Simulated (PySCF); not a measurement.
# What a mistake does to a calculation on BGeH4NSi

Calculated results; nothing here was measured. The program is PySCF 2.14.0, an open-source quantum chemistry code, run on an isolated molecule that a program drew, which may never have been made. The molecule is BGeH4NSi (charge 0, singlet), drawn as the SMILES string `N=B[SiH2][GeH]`.

Each row is a Hartree-Fock (HF) and frozen-core CCSD(T) single point in the cc-pV(D+d)Z basis, meant for a local HF minimum. Run 1 is clean. Each other run has one planted mistake out of seven kinds, and not every kind appears here: one electron removed, one electron added, multiplicity raised by two, geometry at a saddle point, minimal basis STO-3G, one bond length entered in bohr, all coordinates scaled. The reference is restricted for singlets and unrestricted otherwise, and also for a bond in bohr. Adding or removing an electron swaps singlet and doublet. Electrons count all cores. HOMO and LUMO are orbital energies over both spins, the gradient is its largest component, and the lowest frequency (negative if imaginary) is given only where the gradient is small. Bond lengths are over the 7 bonds as drawn. T1 is the CCSD diagnostic: over 0.02 (restricted) or 0.045 (unrestricted) a single reference is doubtful. Germanium has the cc-pVDZ-PP basis, with a core potential (ECP10MDF) in place of its 10 inner electrons, and its 3s, 3p and 3d shells are frozen in CCSD(T).

Geometry of the clean run:
```xyz
8
BGeH4NSi, angstrom
N    -1.4704    1.3943    0.9466
B    -0.7957    1.3634   -0.0812
Si    0.3065    1.4293   -1.7596
Ge    0.3769    3.8131   -2.4631
H    -2.0128    1.3889    1.7695
H     1.6528    0.8903   -1.4487
H    -0.3222    0.5526   -2.7786
H    -1.1381    3.7474   -2.9168
```

| run | electrons | basis functions | <S^2> | HOMO (eV) | LUMO (eV) | gradient (hartree/bohr) | lowest frequency (cm^-1) | mean bond (Å) | longest bond (Å) | T1 | HF (hartree) | CCSD(T) (hartree) | mistake |
|---|---|---|---|---|---|---|---|---|---|---|---|---|---|
| 1 | 62 | 94 | 0.000 | -8.70 | -0.14 | 3.5e-05 | 56 | 1.6087 | 2.486 | 0.0176 | -663.75757 | -664.24006 | no fault |
| 2 | 62 | 94 | 0.000 | -8.62 | -0.05 | 5.7e-02 | - | 1.5492 | 2.394 | 0.0168 | -663.74560 | -664.22239 | all coordinates scaled |
| 3 | 63 | 94 | 0.762 | -1.70 | 6.72 | 2.2e-02 | - | 1.6087 | 2.486 | 0.0172 | -663.79044 | -664.28046 | one electron added |
| 4 | 61 | 94 | 0.776 | -15.33 | -6.87 | 4.4e-02 | - | 1.6087 | 2.486 | 0.0224 | -663.47263 | -663.93172 | one electron removed |
| 5 | 62 | 94 | 2.014 | -8.03 | -0.60 | 2.8e-02 | - | 1.6087 | 2.486 | 0.0193 | -663.73349 | -664.19929 | ? |
| 6 | 62 | 94 | 2.325 | -7.49 | 0.62 | 4.1e-02 | - | 1.7650 | 2.486 | 0.0490 | -663.47858 | -663.90606 | ? |

**Which mistake was planted in run 5, and what did it cost?**

Electrons, basis and geometry are unchanged, and <S^2> is 2.014, beside S(S+1) = 2.00 for a multiplicity of 3. So the mistake is: multiplicity raised by two. Subtracting run 1 and multiplying by 627.51 kcal/mol a hartree, the energy moved by 15.1 kcal/mol in HF and 25.6 kcal/mol in CCSD(T).

**Which mistake was planted in run 6, and what did it cost?**

The mean bond changes by a factor of 1.097 and the longest by 1.000, so the molecule wasn't scaled as a whole. A length L in bohr read as angstrom grows by (1/0.5292 - 1) L = 0.890 L. The 7 bonds together grew by 7 x 0.1563 = 1.094 Å, which gives L = 1.230 Å. That is bond N1-B2, 1.230 Å in the clean geometry. So the mistake is: one bond length entered in bohr. Subtracting run 1 and multiplying by 627.51 kcal/mol a hartree, the energy moved by 175.1 kcal/mol in HF and 209.6 kcal/mol in CCSD(T).

Cautions from the logs. Run 6: T1 is over the limit, so its CCSD(T) energy is less reliable.
